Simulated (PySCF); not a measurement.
A structure optimised at PBE-D3(BJ)/def2-SVP, used in a PySCF frequency run:

```xyz
8

F      1.5333    -0.8853    -1.0625
Sn     0.0000     0.0000    -0.2474
F      0.0000     1.7705    -1.0625
F     -1.5333    -0.8853    -1.0625
Si     0.0000     0.0000     2.3391
H      1.2425     0.7173     2.7698
H      0.0000    -1.4347     2.7698
H     -1.2425     0.7173     2.7698
```
Charge 0, spin multiplicity 1.

### Question
Write its SMILES, formula and point group.

### Answer
[F][Sn]([F])([F])[SiH3], F₃H₃SiSn, C3v

### Question
What are its rotational constants (standard atomic weights)?

### Answer
2.7334, 1.4877, 1.4877 GHz
